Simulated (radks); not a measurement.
Valence configurations of W3+ (all share [Xe]). Method: scalar-relativistic Kohn-Sham, LDA (Slater exchange, Perdew-Wang correlation), spin-polarised, spherical densities, finite nucleus; open shells are filled with parallel spins first (spin-orbit coupling, left out, can overturn this in heavy ions); Fermi nuclear charge, rms radius 5.3658 fm; computed with a radial shooting solver on a logarithmic mesh with Libxc functionals. Order these by energy: 4f14 5d2 6s1; 4f13.5 5d3 6s0.5; 4f13 5d3 6p1; 4f14 5d3; 4f12 5d3 6s2; 4f13 5d3 6s1; 4f13.5 5d3.5; 4f14 5d2 6p1; 4f12 5d5; 4f13 5d4.

Answer. From the lowest, in eV above it: 4f14 5d3 0.000; 4f14 5d2 6s1 3.359; 4f14 5d2 6p1 11.495; 4f13.5 5d3.5 15.902; 4f13.5 5d3 6s0.5 17.804; 4f13 5d4 33.527; 4f13 5d3 6s1 38.187; 4f13 5d3 6p1 46.627; 4f12 5d5 74.171; 4f12 5d3 6s2 89.343. NIST lists [Xe] 4f14 5d3 as the ground configuration; this level of theory agrees among the configurations tried. The energies are those of spherical high-spin densities, not of single terms.
